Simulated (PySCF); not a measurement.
**Hg²⁺: excitation energy**

Hg²⁺ [Xe] 4f14 5d10 (1S) → Hg²⁺ [Xe] 4f14 5d9 6s1 (3D), as a difference of total energies. All numbers are calculated (PySCF 2.14, scalar relativity by spin-free X2C-1e, in x2c-TZVPPall (11s7p7d3f1g, 97 functions)). The calculations carry no spin-orbit coupling.

| method | excitation energy (eV) |
| --- | --- |
| UHF | 6.107 |
| HSE06 | 6.073 |
| revPBE | 5.930 |
| wB97M-V | 6.466 |

The basis was made for the ground configuration and has no added diffuse functions, so the excitation energy can come out too high.
